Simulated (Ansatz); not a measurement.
Reactions of `N=C(F)C=O`.

Isolated molecules relaxed with PBE0-D4/def2-TZVP in Ansatz; ΔE leaves out vibrations. CCSD(T)/CBS is the MP2 limit (def2-TZVPP, def2-QZVPP) plus CCSD(T) − MP2 in def2-TZVPP, frozen cores. This one scheme is used for every species. Each species was taken in one conformer, which may not be the lowest.

```json
{"reaction": "`N=C(F)C=O` + `C=N` → `C=NC(=N)F` + `C=O`", "HF/CBS(def2) (eV)": "0.06", "CCSD(T)/CBS(def2) (eV)": "0.13"}
{"reaction": "`N=C(F)C=O` + `CNBS` → `CNB(S)C=O` + `N=CF`", "HF/CBS(def2) (eV)": "-0.01", "CCSD(T)/CBS(def2) (eV)": "-0.17"}
{"reaction": "`N=C(F)C=O` + HCl → `N=C(Cl)C=O` + H–F", "HF/CBS(def2) (eV)": "0.22", "CCSD(T)/CBS(def2) (eV)": "-0.09"}
{"reaction": "`N=C(F)C=O` + `OC[SiH2]Cl` → `O=COC[SiH2]Cl` + `N=CF`", "HF/CBS(def2) (eV)": "-0.62", "CCSD(T)/CBS(def2) (eV)": "-0.55"}
{"reaction": "`N=C(F)C=O` + `C=C` → `C=CC(=N)F` + `C=O`", "HF/CBS(def2) (eV)": "-0.11", "CCSD(T)/CBS(def2) (eV)": "-0.12"}
```

Largest T1 diagnostic: 0.015, for `C=O`.
